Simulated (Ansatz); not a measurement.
Program: Ansatz. Geometries: PBE0-D4/def2-TZVP. ΔE: electronic, gas phase. CCSD(T)/CBS adds triple-zeta CCSD(T) − MP2 to the extrapolated MP2 energy (def2 sets, frozen cores). Functionals use def2-TZVPP. def2 core potentials past Kr. For Te outer-core shells are correlated without core-valence functions, which leaves a few kJ/mol of doubt a bond. One conformer a species, not always the lowest.

Reaction (redistribution): `F[Si]1(F)CO1` + `C=C(N)[Te]C` → `N[Si]1(F)CO1` + `C=C(F)[Te]C`

`F[Si]1(F)CO1`:

```xyz
7

F    -1.419   -1.613   -0.107
Si   -0.711   -0.266    0.286
F    -1.421    0.228    1.598
C     0.916    0.217   -0.233
O    -0.354    0.804   -0.868
H     1.495   -0.351   -0.955
H     1.493    0.982    0.279
```

`C=C(N)[Te]C`:

```xyz
12

C    -1.034    0.966    0.135
C    -0.168    0.299    0.898
N     0.262    0.692    2.153
Te    0.609   -1.595    0.368
C     0.497   -1.286   -1.738
H    -1.448    0.542   -0.768
H    -1.367    1.960    0.420
H     1.244    0.556    2.337
H    -0.069    1.600    2.447
H     0.908   -0.305   -1.968
H     1.099   -2.064   -2.207
H    -0.533   -1.365   -2.077
```

`N[Si]1(F)CO1`:

Cartesian coordinates in Å:
```
N -0.531 -1.026 1.208
Si 0.025 0.311 0.365
F 0.606 1.301 1.459
C 0.534 0.477 -1.340
O -0.854 0.901 -0.868
H -1.081 -1.751 0.783
H -0.285 -1.208 2.164
H 1.110 1.326 -1.702
H 0.475 -0.330 -2.068
```

`C=C(F)[Te]C`:

Cartesian coordinates in Å:
```
C -2.021 0.619 0.712
C -0.992 0.457 -0.102
F -1.160 -0.149 -1.288
Te 0.952 1.176 0.226
C 1.903 -0.653 -0.340
H -1.877 1.064 1.686
H -3.016 0.308 0.413
H 1.685 -1.427 0.392
H 2.973 -0.455 -0.370
H 1.553 -0.939 -1.329
```

(1) Is it downhill or uphill in electronic energy at CCSD(T)/CBS, and by how much? (An estimate is asked.)

(2) What do these levels give: PBE-D4, PBE0-D4, CCSD/def2-TZVPP, HF/def2-QZVPP, SCS-MP2/def2-QZVPP, HF/CBS(def2)? (Best estimate.)

Largest T1 diagnostic among the species: 0.013.

Answers

(1) Computed: Uphill: ΔE = +23.1 kcal/mol.

(2) Computed: PBE-D4 21.3, PBE0-D4 21.8, CCSD/def2-TZVPP 22.6, HF/def2-QZVPP 21.2, SCS-MP2/def2-QZVPP 24.2, HF/CBS(def2) 21.2 kcal/mol.

In def2-TZVPP, CCSD(T) changes the Hartree–Fock value by +2.0 kcal/mol (the triples alone add +0.3 kcal/mol) and MP2 by +4.5 kcal/mol. The D4 term adds +0.8 kcal/mol with B3LYP and +0.4 kcal/mol with PBE0; it sums over pairs of atoms, weighted by their polarisabilities, and B3LYP, whose exchange is more repulsive, gets the larger term.

B3LYP here is the variant with VWN-RPA as its local correlation; programs differ in this.
